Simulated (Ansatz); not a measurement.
This geometry of C₂H₄AlNS (9 atoms, charge 0, multiplicity 1) is a first-order saddle point.

These are results of RHF/def2-SVP in Ansatz 0.2.0, not measurements.

```xyz
9
Properties=species:S:1:pos:R:3
N 0.895 0.714 -2.078
Al 0.458 -0.034 -0.542
C 0.524 -1.139 0.926
C -0.536 -0.270 1.016
S -1.695 -0.173 2.324
H 1.509 1.501 -2.174
H 0.569 0.430 -2.982
H 0.800 -1.901 1.649
H -2.436 0.827 1.845
```

Q: Which two structures does it join? (They come from a converged band through this point; their orientation in space is the band's.)

A: No bond is made or broken.  The two ends are copies of one structure, up to a mirror image or an exchange of like atoms.

Initial state:

```xyz
9
Properties=species:S:1:pos:R:3
N 0.708 0.685 -2.150
Al 0.328 -0.093 -0.623
C 0.245 -1.371 0.700
C -0.397 -0.229 1.088
S -1.208 0.059 2.612
H 0.445 1.619 -2.401
H 1.220 0.262 -2.899
H 0.358 -2.287 1.272
H -1.611 1.309 2.383
```

Final state:

```xyz
9
Properties=species:S:1:pos:R:3
N 0.708 0.686 -2.149
Al 0.329 -0.093 -0.623
C 0.246 -1.371 0.700
C -0.396 -0.229 1.088
S -1.209 0.058 2.612
H 1.221 0.263 -2.899
H 0.443 1.618 -2.402
H 0.358 -2.287 1.273
H -1.612 1.308 2.383
```

Q: How far does it lie above each of them?

A: 0.165 eV above the first and 0.165 eV above the second. This is the barrier of this one path; another mechanism may lie lower.

The run took 87 s on 1 thread of Arm Neoverse V1, with other jobs on the host, peak memory 0.19 GiB.
